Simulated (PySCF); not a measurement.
An excited-state job on `C#C[C@@H]1C=NC[C@@H]1F`.

Method: TDDFT PBE0/def2-SVPD, vertical, gas phase, core orbitals frozen in the response (PySCF 2.14.0, density-fitted response routines). Geometry: GFN2-xTB. A driver script takes a list of jobs; this job's settings line and coordinates (Å) are shown.

Command:
```bash
OMP_NUM_THREADS=1 python probes_run.py task.json out
```

Input:
```
{"job": {"kind": "uv", "xc": "PBE0", "basis": "def2-SVPD", "nstates": 6, "ntriplets": 2}, "charge": 0, "multiplicity": 1}
C      2.499385    -1.320073     0.570072
C      1.337148    -1.058293     0.463648
C     -0.057965    -0.712247     0.297907
C     -0.475884    -0.708878    -1.160487
N     -1.056150     0.326248    -1.567424
C     -1.168167     1.296425    -0.510564
C     -0.409928     0.735576     0.716655
F      0.718499     1.487529     0.950885
H      3.515115    -1.556678     0.678765
H     -0.674753    -1.431898     0.849352
H     -0.285972    -1.546048    -1.810777
H     -2.225522     1.470363    -0.300732
H     -0.724336     2.237664    -0.841359
H     -0.992148     0.779837     1.641893
```

Task: What does the run print?

Result: 
```
coarse grid: 12384 points
cycle   1  E = -385.9204584272  dE =  1.227e+00  |g| = 5.537e-01  |ddm| = 9.065e+00
cycle   2  E = -385.8521302008  dE =  6.833e-02  |g| = 8.287e-01  |ddm| = 3.042e+00
cycle   3  E = -385.9822677093  dE = -1.301e-01  |g| = 1.451e-01  |ddm| = 1.609e+00
cycle   4  E = -385.9861760185  dE = -3.908e-03  |g| = 7.378e-02  |ddm| = 3.186e-01
cycle   5  E = -385.9873717695  dE = -1.196e-03  |g| = 1.962e-02  |ddm| = 1.365e-01
cycle   6  E = -385.9874536846  dE = -8.192e-05  |g| = 5.937e-03  |ddm| = 4.927e-02
cycle   7  E = -385.9874612681  dE = -7.583e-06  |g| = 2.625e-03  |ddm| = 1.522e-02
final grid: 122080 points
cycle   8  E = -386.0430270493  dE = -3.642e-05  |g| = 6.169e-03  |ddm| = 1.391e-01
cycle   9  E = -386.0430205138  dE =  6.536e-06  |g| = 8.452e-03  |ddm| = 2.677e-02
cycle  10  E = -386.0430358872  dE = -1.537e-05  |g| = 1.445e-03  |ddm| = 1.483e-02
cycle  11  E = -386.0430363390  dE = -4.518e-07  |g| = 3.375e-04  |ddm| = 3.625e-03
cycle  12  E = -386.0430363617  dE = -2.270e-08  |g| = 1.271e-04  |ddm| = 9.923e-04
cycle  13  E = -386.0430363647  dE = -3.000e-09  |g| = 3.096e-05  |ddm| = 2.259e-04
cycle  14  E = -386.0430363648  dE = -1.446e-10  |g| = 1.461e-05  |ddm| = 8.426e-05
converged SCF energy = -386.0430363648

Static polarisability (au): isotropic 72.009, principal 57.492 64.274 94.260

Singlet excitations
state   eV       nm        f      main configurations
  1   5.3129    233.4   0.00353   H->L 0.90
  2   6.3438    195.4   0.00104   H-1->L 0.77, H-1->L+2 0.10
  3   6.6066    187.7   0.00412   H->L+1 0.49, H-1->L 0.11, H->L+2 0.11
  4   6.6271    187.1   0.01856   H-2->L 0.71
  5   6.9914    177.3   0.00229   H->L+2 0.26, H->L+1 0.16, H-1->L+2 0.16
  6   7.1509    173.4   0.00041   H-1->L+3 0.28, H-1->L+2 0.27, H->L+3 0.08

Triplet excitations (Tamm-Dancoff, eV): 4.4701 4.9607
```

The SCF starts on a coarse grid where the log names one; the energy can jump when the final grid takes over, and dE then counts from the start density on the new grid. H and L stand for HOMO and LUMO; the number after each pair is its weight.

Task: Give the mean polarisability as a volume in Å³, and the ratio of the largest to the smallest principal value.

Result: 72.009 au × 0.148185 = 10.67 Å³; 94.260/57.492 = 1.64.

Task: How does the lowest singlet excitation compare with the HOMO–LUMO gap?

Result: HOMO -7.59 eV and LUMO -0.46 eV give a gap of 7.13 eV; S1 at 5.31 eV lies 1.82 eV below it.

Main results: HOMO -7.59 eV, LUMO -0.46 eV; lowest singlet 5.31 eV; lowest triplet 4.47 eV (Tamm–Dancoff); mean polarisability 72.0 au.

Task: Estimate the wall time. Hardware: Arm Neoverse N1, one thread (shared host). And the peak memory of the process?

Result: About 52 s, with 0.87 GiB resident at the peak, the Python interpreter and its libraries included.
Labels such as C1 count atoms from 1, the log's own numbers from 0.
